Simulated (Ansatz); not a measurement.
**Molecular dynamics of BClFH₄P**

The input (input.yaml):

```yaml
crystal:
  periodic: [false, false, false]
  atoms:
    - { symbol: B, position_ang: [0.085792, -0.30253, -0.156536] }
    - { symbol: Cl, position_ang: [-0.145197, 0.289691, 2.291566] }
    - { symbol: H, position_ang: [1.077263, 0.30429, -0.356327] }
    - { symbol: F, position_ang: [-1.065804, 0.029939, -0.692739] }
    - { symbol: P, position_ang: [0.19808, -2.123146, 0.604783] }
    - { symbol: H, position_ang: [-0.754002, -2.978, 0.044318] }
    - { symbol: H, position_ang: [1.412371, -2.731469, 0.281652] }
    - { symbol: H, position_ang: [-0.005902, -1.325077, 1.994685] }
basis:
  gaussian: { orbitals: "6-31G*" }
hamiltonian:
  xc: { name: BHLYP }
  dispersion: d4
md:
  timestep: 0.5
  n_steps: 200
  ensemble: nve
  temperature: 100.0
  initial_velocities: maxwell_boltzmann
  seed: 5366
```

Run as:

```bash
$ ansatz run input.yaml --threads 2 --pin off --max-ram 3072MiB --backend cpu --events-out ev --progress --plain --runs-dir out
```

It starts at the highest image of a converged band. Of that band: Beside the main top the profile has a ripple of under 15 meV (maxima at images 1, 3), which may be a very shallow well or noise. A structure lower than the first end lies on the path between it and the top, so the climb from that side starts below the end, which may itself be a saddle point or a shallow side well. Neighbouring images differ by up to 1.9 eV, so the band resolves the path poorly. A vibrational analysis at the climbing image gives one clearly imaginary mode, 1206i cm⁻¹: a first-order saddle point.

Output, in part (step lines, the closing report, with atoms numbered from 0):

```
md step     0: t =     0.00 fs  T =   100.0 K  F+E_penalty+E_count = -25267.58511539 eV  E_kin = 0.077556 eV  conserved = -25267.50755939 eV  (26 SCF iters)
md step     1: t =     0.50 fs  T =    99.3 K  F+E_penalty+E_count = -25267.58455406 eV  E_kin = 0.076999 eV  conserved = -25267.50755527 eV  (25 SCF iters)
md step     2: t =     1.00 fs  T =    97.2 K  F+E_penalty+E_count = -25267.58294167 eV  E_kin = 0.075398 eV  conserved = -25267.50754365 eV  (25 SCF iters)
md step     3: t =     1.50 fs  T =    94.0 K  F+E_penalty+E_count = -25267.58046186 eV  E_kin = 0.072935 eV  conserved = -25267.50752676 eV  (24 SCF iters)
md step     4: t =     2.00 fs  T =    90.1 K  F+E_penalty+E_count = -25267.57738142 eV  E_kin = 0.069874 eV  conserved = -25267.50750755 eV  (24 SCF iters)
md step     5: t =     2.50 fs  T =    85.8 K  F+E_penalty+E_count = -25267.57400455 eV  E_kin = 0.066516 eV  conserved = -25267.50748902 eV  (24 SCF iters)
md step     6: t =     3.00 fs  T =    81.4 K  F+E_penalty+E_count = -25267.57062502 eV  E_kin = 0.063151 eV  conserved = -25267.50747372 eV  (24 SCF iters)
md step     7: t =     3.50 fs  T =    77.4 K  F+E_penalty+E_count = -25267.56748590 eV  E_kin = 0.060023 eV  conserved = -25267.50746323 eV  (24 SCF iters)
[... lines left out ...]
Total energy: -25268.89196573 eV, -928.6146518705 hartree
Atom 0 at     0.007266     0.190650     0.523629 Å, force     3.313066     0.496405     2.126733 eV/Å
Atom 1 at    -0.337305     0.803595     2.187597 Å, force    -0.148327    -0.417456    -0.944519 eV/Å
Atom 2 at     1.170692     0.011085     0.245741 Å, force    -0.701950     0.440765     0.282538 eV/Å
Atom 3 at    -0.869726     0.031788    -0.357676 Å, force    -2.427792    -0.022040    -1.589591 eV/Å
Atom 4 at     0.331570    -2.758869     0.285793 Å, force    -1.540420    -0.520618     0.342064 eV/Å
Atom 5 at    -0.530839    -3.327577     1.235469 Å, force    -0.230751     0.829245     0.946348 eV/Å
Atom 6 at    -0.410775    -3.694762    -0.469919 Å, force     0.856776    -0.065689    -0.899130 eV/Å
Atom 7 at     1.301489    -3.581659     0.802008 Å, force     0.879399    -0.740612    -0.264443 eV/Å
Dipole moment:     0.114030    -0.351983    -0.181998 e Å
```

The steps, from the saved trajectory:

| time (fs) | T (K) | potential energy less start (eV) | conserved less start (meV/atom) |
| --- | --- | --- | --- |
| 0 | 100 | 0.000 | 0.00 |
| 3 | 81 | 0.014 | 0.01 |
| 6 | 66 | 0.026 | 0.01 |
| 9 | 71 | 0.023 | 0.01 |
| 12 | 101 | -0.001 | 0.01 |
| 15 | 160 | -0.046 | 0.03 |
| 18 | 344 | -0.189 | 0.04 |
| 21 | 756 | -0.509 | 0.02 |
| 24 | 1254 | -0.896 | -0.14 |
| 27 | 1302 | -0.933 | -0.07 |
| 30 | 1231 | -0.877 | -0.02 |
| 33 | 1318 | -0.944 | -0.02 |
| 36 | 1610 | -1.171 | -0.04 |
| 39 | 1852 | -1.360 | -0.18 |
| 42 | 1546 | -1.122 | -0.06 |
| 45 | 1177 | -0.836 | -0.04 |
| 48 | 1020 | -0.713 | 0.06 |
| 51 | 1398 | -1.008 | -0.12 |
| 54 | 1682 | -1.227 | -0.06 |
| 57 | 1930 | -1.420 | -0.11 |
| 60 | 1902 | -1.398 | -0.10 |
| 63 | 1663 | -1.213 | -0.05 |
| 66 | 1457 | -1.053 | -0.06 |
| 69 | 1307 | -0.936 | 0.01 |
| 72 | 1451 | -1.049 | -0.10 |
| 75 | 1501 | -1.087 | -0.03 |
| 78 | 1624 | -1.182 | -0.07 |
| 81 | 1760 | -1.288 | -0.05 |
| 84 | 1876 | -1.379 | -0.17 |
| 87 | 1547 | -1.122 | -0.04 |
| 90 | 1301 | -0.931 | 0.00 |
| 93 | 1472 | -1.064 | -0.03 |
| 96 | 1861 | -1.367 | -0.14 |
| 99 | 1900 | -1.397 | -0.17 |

The run went to its last step. The conserved energy stayed within 0.21 meV per atom of its start (net change -0.087 meV per atom), so the integration is sound. The kinetic energy rose, since the run started high on the potential surface and went downhill. It ends in pieces (BClFH + H3P), so much of that is their flight and rotation, not heat. A run of 0.1 ps of so small a system gives no equilibrium averages. The orbitals stay closed-shell, which can raise the energy where a bond breaks towards radicals; this wasn't checked here.

Between its relaxed ends the band would form B1–P5, Cl2–H8 and break B1–Cl2, P5–H8. These pairs go: B1–P5 1.98 → 2.98 Å, Cl2–H8 1.65 → 4.88 Å, B1–Cl2 2.53 → 1.81 Å, P5–H8 1.62 → 1.37 Å. In the last frame they stand as before the step (other bonds may differ from the relaxed reactants and products). It ends as BClFH + H3P. Pairs count as bonded within 1.25 times the sum of covalent radii (0.12 Å more for H–H).

Last frame:

```xyz
8
Properties=species:S:1:pos:R:3
B 0.007 0.191 0.524
Cl -0.337 0.804 2.188
H 1.171 0.011 0.246
F -0.870 0.032 -0.358
P 0.332 -2.759 0.286
H -0.531 -3.328 1.236
H -0.411 -3.695 -0.470
H 1.302 -3.582 0.802
```

Run time: 5.9 min on 2 threads of Arm Neoverse V1, with other jobs on the host, peak memory 0.17 GiB.
